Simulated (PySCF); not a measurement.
Cd(SMe)(SiH3) (CH₆CdSSi), SMILES [Cd]([SiH3])[S]C. Atoms are numbered in the order given.

```xyz
10

Cd    -0.1384     0.1431     0.1988
S      1.9577     0.1724    -0.9470
C      1.8135    -1.2625    -2.0987
H      1.6904    -2.2141    -1.5623
H      2.7566    -1.3062    -2.6621
H      0.9908    -1.1369    -2.8168
Si    -2.3294     0.1532     1.4379
H     -2.6876    -1.2219     1.9020
H     -3.4413     0.6460     0.5693
H     -2.2605     1.0382     2.6405
```

Geometry: B3LYP-D3(BJ)/def2-SVP. The structure was generated by enumeration; whether it is a known compound was not checked. The def2 effective core potentials stand for the cores of Cd; spin–orbit coupling is left out. The values are those of a single conformer.

Computed with HF/def2-TZVP run with PySCF.

ESP charges are fitted to the potential on shells at 1.4 to 2.0 van der Waals radii. Atomic charges (e):

```
atom  Mulliken  Löwdin  ESP fit
----  --------  ------  -------
Cd1       0.68    0.47      ___
S2       -0.49   -0.03      ___
C3       -0.30   -0.54      ___
H4        0.11    0.09     0.10
H5        0.13    0.10     0.17
H6        0.11    0.09     0.10
Si7      -0.08   -0.03    -0.22
H8       -0.05   -0.06    -0.02
H9       -0.05   -0.06    -0.01
H10      -0.05   -0.05    -0.01
```

Complete the blanks. (The exact figures need the calculation; the answer reports its results.)


- Cd1, ESP fit: 0.68
- S2, ESP fit: -0.52
- C3, ESP fit: -0.28
